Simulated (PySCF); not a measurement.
pentafluorosilicate (F5Si), SMILES F[Si-](F)(F)(F)F, charge -1.

Coordinates come from a TPSSh-D3(BJ)/def2-SVPD optimisation.

The numbers are results of PBE/def2-SVPD (PySCF), not measurements.

Isolated molecule, no solvent.

* **total energy**: -788.03216 hartree
* **point group**: D3h
* **highest occupied level**: -3.27 eV
* **lowest empty level**: 3.87 eV
* **orbital gap**: 7.14 eV
* **dipole moment about the centre of nuclear charge**: 0.00 D
* **mean static polarisability**: 34.6 bohr³ (5.12 Å³)
* **polarisability, principal values**: 34.1, 34.1, 35.4 bohr³
